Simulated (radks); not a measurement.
Question: Species: Xe2+. Configuration: [Kr] 4d10 5s2 5p3 6p1 (not the ground configuration). All-electron calculation, Dirac Kohn-Sham, PBE, spin-unpolarised, spherical densities, point nucleus; open shells fill j = l - 1/2 first. Program: a radial shooting solver on a logarithmic mesh with Libxc functionals. Some entries of the table are withheld. Estimate them.

orbital,occ.,eigenvalue (eV),<r> (bohr)
1s1/2,2,-34374.69,0.02665
2s1/2,2,-5370.798,0.1142
2p1/2,2,-5047.356,0.09620
2p3/2,4,-4722.710,0.1020
3s1/2,2,-1120.136,(1)
3p1/2,2,-985.7497,0.2962
3p3/2,4,-924.0824,0.3078
3d3/2,4,(2),0.2787
3d5/2,6,(3),0.2824
4s1/2,2,-224.1139,(4)
4p1/2,2,(5),0.7453
4p3/2,4,(6),0.7730
4d3/2,4,-87.2158,(7)
4d5/2,6,-85.2189,(8)
5s1/2,2,-43.7531,1.755
5p1/2,2,-31.7632,1.981
5p3/2,1,-30.0967,2.054
6p1/2,1,-10.7039,4.703
6p3/2,0,-10.3929,4.821

Answer: 
(1) 3s1/2 <r> (bohr): 0.3060
(2) 3d3/2 eigenvalue (eV): -687.7269
(3) 3d5/2 eigenvalue (eV): -674.6945
(4) 4s1/2 <r> (bohr): 0.7164
(5) 4p1/2 eigenvalue (eV): -176.5280
(6) 4p3/2 eigenvalue (eV): -164.2157
(7) 4d3/2 <r> (bohr): 0.8671
(8) 4d5/2 <r> (bohr): 0.8776
